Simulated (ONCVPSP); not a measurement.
## What the settings do to the ONCV potential of phosphorus (P)

Base potential:

* Element: P (Z = 15)
* Generator: ONCVPSP 4.0.1
* Type: optimised norm-conserving Vanderbilt (ONCV)
* Functional: PBE
* Relativity: scalar-relativistic
* Frozen core: [Ne]
* Valence charge: 5
* Reference configuration: 3s2 3p3
* Partial waves: 3s: rc 1.25 bohr, ncon 4, nbas 7, qcut 5.1 1/bohr, 2 projectors, debl 1.3 Ha; 3p: rc 1.25 bohr, ncon 4, nbas 9, qcut 7.6 1/bohr, local
* Local potential: the p channel
* Core correction: Teter function, fcfact 2.5, rcfact 1.3

Cutoffs, loose and tight: the cutoffs (Ha) at which the residual kinetic energy of the hardest occupied pseudo-wave falls to 1 and 0.1 mHa per electron. They do not see the model core or the augmentation charge, which bear on the density cutoff. Test errors are all-electron minus pseudo excitation energies from the reference, over the configurations 3s2 3p2; 3s2 3p1; 3s2 3p0; 3s1 3p3. A dash means not determined; rows that change the core or the reference have their own tests.

1 further variants are left out, since the program set their typed debl aside.

A true bound ghost makes a file unfit for plane-wave use even where its test errors are small: the radial tests pick states by their node count and pass the ghost by.

| change | outcome | cutoff, loose | cutoff, tight | bound ghosts | GHOST(+) flags above zero | largest test error (meV) |
| --- | --- | --- | --- | --- | --- | --- |
| base | generated | 44 Ha | 111 Ha | s | none | +4.6 |
| s: qcut 4.1; p: qcut 6.2 | generated | 36 Ha | 162 Ha | s | none | +7.9 |
| core correction Teter function, fcfact 2.5, rcfact 1.24 | generated | 44 Ha | 111 Ha | s | none | +5.1 |
| p: qcut 4.2 | generated | 55 Ha | 166 Ha | s | none | +9.4 |
| s: qcut 4.8 | generated | 50 Ha | 111 Ha | s | none | +4.6 |
